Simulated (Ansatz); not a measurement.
Compare A (`FCS[SiH2]Cl`) with its isomer B (`CS[SiH](F)Cl`).

Calculated with Ansatz (gas phase, PBE0-D4/def2-TZVP geometries, no zero-point term in ΔE). CCSD(T)/CBS is the MP2 limit (def2-TZVPP, def2-QZVPP) plus CCSD(T) − MP2 in def2-TZVPP, frozen cores. DFT in def2-TZVPP. B3LYP here is the variant with VWN-RPA as its local correlation; programs differ in this. One conformer a species, not always the lowest.

A:

```xyz
9

F    -1.9866   -0.4608   -0.6225
C    -0.7389   -0.7648   -1.1007
S     0.3578    0.6710   -1.1269
Si    0.7340    0.8864    0.9521
Cl    1.6052   -0.8081    1.7258
H    -0.8299   -1.0957   -2.1368
H    -0.3133   -1.5576   -0.4834
H     1.6758    2.0204    1.0655
H    -0.5040    1.1093    1.7269
```

B:

```xyz
9

C    -1.004   -0.787    0.854
S     0.804   -0.857    0.668
Si    1.106    0.699   -0.703
F     0.704    2.111   -0.087
Cl   -0.060    0.489   -2.368
H    -1.269   -1.595    1.535
H    -1.315    0.163    1.286
H    -1.495   -0.948   -0.104
H     2.529    0.726   -1.082
```

Which isomer does CCSD(T)/CBS put lower? Give the gap. (Estimate.)

The calculation gave: B, by 233.2 kJ/mol.

Give E(B) − E(A) in kJ/mol with CCSD(T)/def2-TZVPP, CCSD/def2-TZVPP, B2PLYP, PBE-D4, B3LYP-D4, ωB97M-V, MP2/def2-TZVPP. (Best estimate.)

Computed: CCSD(T)/def2-TZVPP -229.0, CCSD/def2-TZVPP -230.4, B2PLYP -229.3, PBE-D4 -213.6, B3LYP-D4 -224.0, ωB97M-V -227.3, MP2/def2-TZVPP -239.1. None reverses the order clearly.

Largest T1 diagnostic: 0.011.

From PBE to PBE0 (25 % exact exchange), in def2-TZVPP and without D4, E(B) − E(A) moves by −7.2 kJ/mol.
